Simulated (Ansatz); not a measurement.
Reaction (homolysis of the N–Si bond): `O[Si@@H](F)N[Si@@H](O)F` → `[NH][SiH](O)F`• + `O[SiH]F`•

Calculated with Ansatz (gas phase, PBE0-D4/def2-TZVP geometries, no zero-point term in ΔE). CCSD(T)/CBS adds triple-zeta CCSD(T) − MP2 to the extrapolated MP2 energy (def2 sets, frozen cores). This one scheme is used for every species. Functionals use def2-TZVPP. B3LYP here is the variant with VWN-RPA as its local correlation; programs differ in this. No spin–orbit coupling; open shells (•) take unrestricted orbitals. One conformer a species, not always the lowest.

`O[Si@@H](F)N[Si@@H](O)F`:

Z-matrix (Å, degrees):
```
Si
F 1 1.594
N 1 1.715 2 107.2
O 1 1.623 2 112.6 3 120.2
H 1 1.471 2 105.9 3 -122.9
Si 3 1.701 1 128.9 2 130.0
H 3 1.012 1 116.6 2 -44.2
H 4 0.961 1 118.5 2 -77.4
O 6 1.628 3 106.0 1 -160.0
F 6 1.603 3 108.0 1 -40.5
H 6 1.476 3 115.8 1 75.8
H 9 0.958 6 118.7 3 -163.7
```

`[NH][SiH](O)F`•:

```xyz
7

N     1.177    0.484   -0.644
Si   -0.077   -0.200    0.351
O    -1.485   -0.040   -0.442
F    -0.045    0.667    1.686
H     2.032   -0.062   -0.752
H     0.031   -1.619    0.735
H    -1.632    0.771   -0.934
```

`O[SiH]F`•:

```xyz
5

O    -0.020   -0.207    1.093
Si    0.172    0.445   -0.396
F    -0.851   -0.221   -1.435
H    -0.851   -0.083    1.554
H     1.551    0.067   -0.815
```

| level | ΔE (kJ/mol) | difference from CCSD(T)/CBS |
| --- | --- | --- |
| PBE-D4 | 507.2 | -36.9 |
| PBE0-D4 | 517.6 | -26.5 |
| B3LYP-D4 | 513.3 | -30.8 |
| ωB97X-V | 533.8 | -10.3 |
| B2PLYP | 517.4 | -26.7 |
| PBE | 495.1 | -49.0 |
| r2SCAN | 503.6 | -40.5 |
| HF/def2-TZVPP | 415.0 | -129.1 |
| MP2/def2-TZVPP | 556.3 | 12.2 |
| SCS-MP2/def2-TZVPP | 544.9 | 0.8 |
| CCSD/def2-TZVPP | 523.7 | -20.4 |
| CCSD(T)/def2-TZVPP | 532.0 | -12.1 |
| HF/def2-QZVPP | 414.5 | -129.6 |
| SCS-MP2/def2-QZVPP | 552.6 | 8.5 |
| HF/CBS(def2) | 414.5 | -129.6 |
| MP2/CBS(def2) | 568.4 | 24.3 |
| CCSD(T)/CBS | 544.1 | 0 |

Largest T1 diagnostic among the species: 0.014.

The D4 term adds +19.3 kJ/mol with B3LYP and +10.6 kJ/mol with PBE0; it sums over pairs of atoms, weighted by their polarisabilities, and B3LYP, whose exchange is more repulsive, gets the larger term. In def2-TZVPP, CCSD(T) changes the Hartree–Fock value by +116.9 kJ/mol (the triples alone add +8.3 kJ/mol) and MP2 by +141.3 kJ/mol; breaking electron pairs costs correlation energy, which Hartree–Fock lacks.
